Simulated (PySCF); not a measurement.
**P²⁺ (phosphorus, charge +2) across methods**

[Ne] 3s1 3p1 3d1, one real determinant (an excited configuration). Computed with PySCF 2.14 in aug-cc-pwCVTZ, with no relativity, point nucleus.

```csv
method,E (hartree),mean ε 3s α (eV),mean ε 3p α (eV),mean ε 3d α (eV),Σ⟨r²⟩ (bohr²),⟨S²⟩
PBEsol,-338.7076,-36.984,-27.247,-14.898,17.00,3.750
UHF,-338.93094,-43.564,-32.955,-17.218,17.85,3.750
r2SCAN,-339.4178,-37.561,-27.690,-14.988,16.98,3.750
LDA,-338.1673,-37.051,-27.260,-14.846,17.02,3.750
B97-3,-339.3886,-38.723,-28.747,-15.658,17.12,3.750
PBE,-339.2871,-37.018,-27.318,-15.017,17.00,3.750
TPSSh,-339.4543,-37.866,-28.009,-15.246,17.04,3.750
PW91,-339.4287,-37.090,-27.382,-15.068,16.98,3.750
```

(1) Estimate the same row for PBE0.

⟨L²⟩ = 8.00 against 12 for a pure F term, so this real determinant mixes terms. The outer electron is Rydberg-like, and this basis confines it to a smaller radius and binds it less than a complete one would.

Answers

(1) E (hartree) = -339.3056; mean ε 3s α (eV) = -38.775; mean ε 3p α (eV) = -28.817; mean ε 3d α (eV) = -15.696; Σ⟨r²⟩ (bohr²) = 17.13; ⟨S²⟩ = 3.750.
